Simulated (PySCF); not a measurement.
Electron correlation in Ru (ruthenium, neutral)

[Kr] 4d7 5s1, high-spin 5F determinant. Calculation: PySCF 2.14, in def2-SVP with the def2 core potential (28 electrons) (5s3p2d1f, 31 functions); a scalar-relativistic core potential. Frozen: 4s2 4p6; 8 electrons correlated.

MP2 pair energies summed by pair of shells (mhartree):

```
 pair  energy  share (%)
4d-4d  -97.73       83.5
4d-5s  -19.26       16.5
```

Total MP2 correlation energy: -116.99 mhartree.

Same-spin part -54.62 and opposite-spin part -62.37 mhartree; SCS-MP2 scales them by 1/3 and 6/5 to -93.05 mhartree.
